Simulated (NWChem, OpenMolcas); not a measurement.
How basis sets differ on C2H5AlO (SMILES [CH3][Al]1[CH2][O]1)

The species is C2H5AlO (9 atoms), meant as a singlet with charge 0. SMILES: `[CH3][Al]1[CH2][O]1`. Geometry: relaxed at PBE0-D4/def2-TZVP.

Each level gives the dipole moment (D). The values are calculated.

```json
{"level": "HF/ANO-L-MB", "kind": "Hartree–Fock", "program": "OpenMolcas", "value (D)": "3.61"}
{"level": "HF/ANO-R0 (sfX2C)", "kind": "Hartree–Fock", "program": "OpenMolcas", "value (D)": "2.30"}
{"level": "HF/STO-3G", "kind": "Hartree–Fock", "program": "NWChem", "value (D)": "3.57"}
{"level": "HF/3-21G", "kind": "Hartree–Fock", "program": "NWChem", "value (D)": "4.04"}
{"level": "HF/6-31G* (spherical functions)", "kind": "Hartree–Fock", "program": "OpenMolcas", "value (D)": "3.72"}
```

The values span 2.30 to 4.04 D. Magnitudes only. Sets without polarisation functions give poor dipoles.
